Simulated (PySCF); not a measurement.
PySCF input for CH9NSi2, SMILES C[Si@@H](N)[SiH3], PBE-D3(BJ)/def2-SVP. Geometry optimised at PBE-D3(BJ)/def2-SVP. The structure was generated by enumeration; whether it is a known compound was not checked. One conformer was computed; it need not be the lowest.

```python
import numpy as np
from pyscf import gto, scf, dft, df
from pyscf.hessian import thermo

mol = gto.M(
    atom='''
    C    -1.17201965   -1.57703887    0.54116188
    Si   -0.55655862   -0.02977498   -0.34903943
    N    -1.42141312    1.36946511    0.27705694
    Si    1.79592941    0.12294892   -0.11065340
    H    -2.27249521   -1.66665865    0.43915614
    H    -0.92541040   -1.53796590    1.62206236
    H    -0.70000401   -2.48772272    0.11985452
    H    -0.88124518   -0.09272600   -1.82041216
    H    -1.27304377    1.59630966    1.26599748
    H    -1.34320514    2.23277178   -0.26980670
    H     2.33309715    1.34973927   -0.80667470
    H     2.15336010    0.25202909    1.35185817
    H     2.53976511   -1.07423434   -0.65270511
    ''',
    basis='def2-SVP',
    charge=0,
    spin=0,
    max_memory=1600,
    verbose=3,
)
mf = dft.RKS(mol, xc='pbe').density_fit(auxbasis='def2-universal-jkfit')
mf.disp = 'd3bj'
mf.grids.level = 3
mf.conv_tol = 1e-11
mf.max_cycle = 100
mf.kernel()

# [left out here: the lines that compute and print the analytic Hessian (its translational invariance restored by hand, since the grid's response is missing), thermochemistry and intensities]
```

Output:

```
[...]
      11   H                 0.10  0.05 -0.01    0.08  0.01 -0.03    0.29  0.07 -0.08
      12   H                -0.05  0.02 -0.11    0.14  0.05  0.08    0.29  0.14  0.08
Mode                                15                  16                  17
Irrep
Freq [cm^-1]                      846.0391            861.7590            889.1086
Reduced mass [au]                   1.7789              1.2187              1.1725
Force const [Dyne/A]                0.7502              0.5332              0.5461
Char temp [K]                    1217.2619           1239.8793           1279.2293
Normal mode                   x     y     z       x     y     z       x     y     z
       0   C                -0.01  0.05  0.07    0.06  0.02  0.04    0.00  0.00 -0.02
       1  Si                 0.03 -0.07 -0.05   -0.04 -0.02 -0.00    0.02 -0.03  0.03
       2   N                -0.05  0.07  0.06    0.01  0.01 -0.01   -0.01  0.03 -0.07
       3  Si                -0.02  0.01  0.00    0.04  0.00  0.00   -0.01  0.01 -0.01
       4   H                 0.02 -0.05 -0.14    0.06  0.22 -0.21    0.00  0.04  0.00
       5   H                -0.06 -0.28  0.08   -0.16 -0.19  0.10    0.03  0.06 -0.02
       6   H                 0.09  0.22 -0.22   -0.07  0.01 -0.09    0.01 -0.02  0.03
       7   H                 0.07  0.29 -0.06    0.31  0.31 -0.10   -0.34  0.35  0.09
       8   H                -0.16  0.22  0.04    0.05 -0.08  0.00    0.25 -0.32 -0.02
       9   H                 0.01  0.01 -0.04   -0.05  0.05  0.04   -0.22  0.24  0.25
      10   H                 0.21 -0.12 -0.04   -0.35  0.09 -0.13   -0.08  0.03 -0.01
      11   H                 0.19 -0.10 -0.04   -0.37 -0.08  0.10    0.21 -0.30 -0.03
      12   H                 0.19  0.10  0.05   -0.29 -0.17 -0.05    0.08 -0.09  0.33
Mode                                18                  19                  20
Irrep
Freq [cm^-1]                      905.0764            908.7717           1211.1651
Reduced mass [au]                   1.0462              1.0925              1.2544
Force const [Dyne/A]                0.5049              0.5316              1.0841
Char temp [K]                    1302.2035           1307.5202           1742.5969
Normal mode                   x     y     z       x     y     z       x     y     z
       0   C                -0.00  0.01  0.01   -0.00 -0.01  0.00    0.05  0.11 -0.06
       1  Si                 0.00 -0.01 -0.02   -0.01  0.03 -0.01   -0.00 -0.01  0.00
       2   N                -0.00  0.00  0.02    0.01 -0.03  0.03   -0.00  0.00 -0.00
       3  Si                 0.00 -0.01 -0.02    0.00  0.02 -0.01   -0.00  0.00 -0.00
       4   H                 0.00 -0.02 -0.02   -0.00 -0.02  0.01    0.04 -0.43  0.26
       5   H                -0.01 -0.05  0.01   -0.01 -0.01  0.01   -0.22 -0.45  0.04
       6   H                 0.01  0.03 -0.04   -0.02 -0.02  0.02   -0.29 -0.27  0.34
       7   H                 0.01 -0.01 -0.02    0.13 -0.26 -0.03    0.00  0.02  0.01
       8   H                -0.07  0.09  0.01   -0.12  0.16  0.01    0.00 -0.01  0.00
       9   H                 0.04 -0.04 -0.05    0.14 -0.14 -0.14   -0.01  0.00 -0.00
      10   H                -0.17  0.39  0.56   -0.26  0.00 -0.23    0.01 -0.00  0.00
      11   H                 0.29  0.26 -0.11    0.11 -0.59  0.02    0.00 -0.00 -0.00
      12   H                -0.24 -0.32  0.33    0.12 -0.12  0.46    0.00  0.00  0.00
Mode                                21                  22                  23
Irrep
Freq [cm^-1]                     1378.4353           1383.5620           1502.9429
Reduced mass [au]                   1.0487              1.0486              1.1048
Force const [Dyne/A]                1.1740              1.1826              1.4704
Char temp [K]                    1983.2616           1990.6376           2162.4003
Normal mode                   x     y     z       x     y     z       x     y     z
       0   C                 0.03  0.01  0.05    0.04 -0.03 -0.02    0.00  0.00  0.00
       1  Si                 0.00  0.00  0.00    0.00 -0.00 -0.00    0.01 -0.00 -0.00
       2   N                 0.00 -0.00 -0.00   -0.00 -0.00 -0.00   -0.01  0.07  0.03
       3  Si                -0.00  0.00 -0.00   -0.00  0.00 -0.00   -0.00 -0.00 -0.00
       4   H                 0.09 -0.47 -0.30   -0.03  0.04  0.56    0.00 -0.01  0.01
       5   H                 0.02  0.40  0.02   -0.64  0.23  0.13   -0.02  0.03  0.00
       6   H                -0.56 -0.10 -0.39    0.04  0.14 -0.36   -0.01  0.01 -0.03
       7   H                -0.01 -0.01  0.01   -0.01  0.01  0.00   -0.02  0.00 -0.01
       8   H                 0.00  0.01 -0.01   -0.01  0.03 -0.01    0.02 -0.65  0.17
       9   H                -0.01  0.01  0.02    0.00  0.01  0.02   -0.01 -0.34 -0.58
      10   H                 0.00 -0.00 -0.00    0.00  0.00  0.00    0.00 -0.00  0.00
      11   H                -0.00 -0.00  0.00    0.00 -0.00 -0.00    0.00  0.00 -0.00
      12   H                 0.00  0.00  0.00   -0.00 -0.00  0.00    0.00  0.00  0.00
Mode                                24                  25                  26
Irrep
Freq [cm^-1]                     2124.4766           2133.8334           2141.6377
Reduced mass [au]                   1.0221              1.0461              1.0487
Force const [Dyne/A]                2.7180              2.8063              2.8340
Char temp [K]                    3056.6488           3070.1112           3081.3398
Normal mode                   x     y     z       x     y     z       x     y     z
       0   C                 0.00  0.00  0.00   -0.00 -0.00 -0.00    0.00 -0.00 -0.00
       1  Si                -0.00  0.00  0.00   -0.00 -0.00 -0.02    0.00  0.00  0.01
       2   N                 0.00 -0.00 -0.00   -0.00  0.00 -0.00   -0.00 -0.00 -0.00
       3  Si                 0.02 -0.00  0.01   -0.01  0.01  0.03   -0.00  0.03  0.00
       4   H                 0.00  0.00 -0.00   -0.00 -0.00 -0.00    0.00  0.00 -0.00
       5   H                 0.00 -0.00  0.00    0.00  0.00 -0.00   -0.00 -0.00  0.00
       6   H                 0.00 -0.00  0.00   -0.00 -0.00 -0.00   -0.00 -0.00  0.00
       7   H                -0.02 -0.00 -0.12    0.12  0.02  0.53   -0.09 -0.02 -0.43
       8   H                -0.00  0.00 -0.00    0.00 -0.01 -0.00    0.00  0.00  0.00
       9   H                -0.00 -0.00  0.00   -0.00 -0.00 -0.00    0.00  0.00  0.00
      10   H                -0.13 -0.33  0.19    0.09  0.23 -0.12   -0.20 -0.45  0.26
      11   H                -0.15 -0.06 -0.68   -0.15 -0.05 -0.59   -0.03 -0.00 -0.14
      12   H                -0.26  0.45  0.21    0.22 -0.37 -0.16    0.33 -0.52 -0.24
Mode                                27                  28                  29
Irrep
Freq [cm^-1]                     2144.9646           2973.6926           3073.2029
Reduced mass [au]                   1.0449              1.0349              1.1018
Force const [Dyne/A]                2.8326              5.3919              6.1310
Char temp [K]                    3086.1265           4278.4816           4421.6547
Normal mode                   x     y     z       x     y     z       x     y     z
       0   C                -0.00 -0.00  0.00   -0.02 -0.04  0.02    0.02  0.04  0.08
       1  Si                -0.01 -0.00 -0.02    0.00  0.00 -0.00    0.00  0.00  0.00
       2   N                 0.00  0.00  0.00    0.00 -0.00  0.00   -0.00 -0.00 -0.00
       3  Si                 0.01  0.02 -0.02    0.00 -0.00  0.00   -0.00  0.00  0.00
       4   H                -0.00  0.00 -0.00    0.56  0.03  0.06   -0.33 -0.02 -0.02
       5   H                -0.00  0.00 -0.00   -0.14 -0.03 -0.57   -0.17 -0.02 -0.74
       6   H                 0.00 -0.00 -0.00   -0.24  0.45  0.22    0.21 -0.39 -0.17
       7   H                 0.15  0.03  0.66   -0.00 -0.00 -0.00   -0.00  0.00 -0.00
       8   H                -0.00 -0.00 -0.00    0.00 -0.00 -0.00    0.00 -0.00  0.00
       9   H                 0.00 -0.00 -0.00   -0.00 -0.00 -0.00    0.00  0.00 -0.00
      10   H                -0.23 -0.52  0.29   -0.00  0.00 -0.00   -0.00 -0.00 -0.00
      11   H                 0.07  0.03  0.27   -0.00  0.00 -0.00   -0.00 -0.00 -0.00
      12   H                -0.02  0.04  0.01   -0.00  0.00 -0.00    0.00 -0.00 -0.00
Mode                                30                  31                  32
Irrep
Freq [cm^-1]                     3081.3442           3463.4352           3554.3732
Reduced mass [au]                   1.1031              1.0508              1.0934
Force const [Dyne/A]                6.1709              7.4263              8.1385
Char temp [K]                    4433.3682           4983.1121           5113.9517
Normal mode                   x     y     z       x     y     z       x     y     z
       0   C                 0.08 -0.04 -0.01    0.00 -0.00 -0.00   -0.00  0.00  0.00
       1  Si                 0.00 -0.00 -0.00   -0.00  0.00  0.00    0.00  0.00 -0.00
       2   N                -0.00  0.00 -0.00   -0.01 -0.05 -0.02   -0.00  0.03 -0.07
       3  Si                -0.00 -0.00 -0.00    0.00  0.00  0.00    0.00 -0.00  0.00
       4   H                -0.70 -0.06 -0.07    0.00  0.00 -0.00    0.00 -0.00  0.00
       5   H                -0.00 -0.01 -0.08   -0.00  0.00 -0.00   -0.00 -0.00 -0.00
       6   H                -0.26  0.52  0.24   -0.00  0.00  0.00    0.00 -0.00 -0.00
       7   H                -0.00  0.00 -0.00    0.00  0.00  0.00    0.00 -0.00  0.00
       8   H                 0.00  0.00 -0.00    0.09  0.14  0.70    0.09  0.15  0.62
       9   H                -0.00 -0.00  0.00    0.03  0.54 -0.37   -0.05 -0.60  0.37
      10   H                -0.00 -0.00  0.00   -0.00 -0.00  0.00    0.00  0.00 -0.00
      11   H                -0.00  0.00  0.00   -0.00 -0.00 -0.00    0.00 -0.00 -0.00
      12   H                -0.00  0.00  0.00   -0.00  0.00  0.00    0.00 -0.00 -0.00
temperature 298.1500 [K]
pressure 101325.00 [Pa]
Rotational constants [GHz] 5.27368 2.65553 2.00094
Symmetry number 1
Zero-point energy (ZPE) 0.09317 [Eh]   244610.359 [J/mol]
                           tot       elec      trans        rot        vib
Entropy [J/mol/K]       368.000      0.000    165.039    112.306     90.654
Cv [J/mol/K]            125.147      0.000     12.472     12.472    100.204
Cp [J/mol/K]            133.461      0.000     20.786     12.472    100.204
Internal energy [J/mol]                      3718.434   3718.434 259725.589
Internal energy [Eh]   -676.49393  -676.59568
Enthalpy [J/mol]                             6197.391   3718.434 259725.589
Enthalpy [Eh]          -676.49298
Gibbs free energy [J/mol]                  -43009.120 -29765.651 232697.104
Gibbs free energy [Eh] -676.53477
mode   freq/cm-1   IR/(km/mol)
   1       99.91         1.173
   2      118.71         4.123
   3      146.59        10.504
   4      150.71         6.542
   5      172.06         1.384
   6      247.23        16.798
   7      389.85         1.877
   8      450.12        27.948
   9      462.14        52.423
  10      500.56       170.371
  11      615.09         6.223
  12      671.41        35.554
  13      713.15        14.298
  14      781.07        98.850
  15      799.23       247.858
  16      846.04        66.134
  17      861.76        10.819
  18      889.11        11.095
  19      905.08        39.416
  20      908.77        78.657
  21     1211.17        18.496
  22     1378.44         4.736
  23     1383.56         4.299
  24     1502.94        28.736
  25     2124.48        81.005
  26     2133.83        24.576
  27     2141.64       115.803
  28     2144.96       172.523
  29     2973.69         2.944
  30     3073.20         3.013
  31     3081.34         2.241
  32     3463.44        18.768
  33     3554.37        15.993
max |gradient| / (hartree/bohr): 5.487867644931709e-05
APT charges: [-0.3559  1.1412 -0.7523  0.5386  0.01    0.0221  0.0292 -0.2778  0.1703
  0.1624 -0.2265 -0.2248 -0.2366]
```

The run converged.
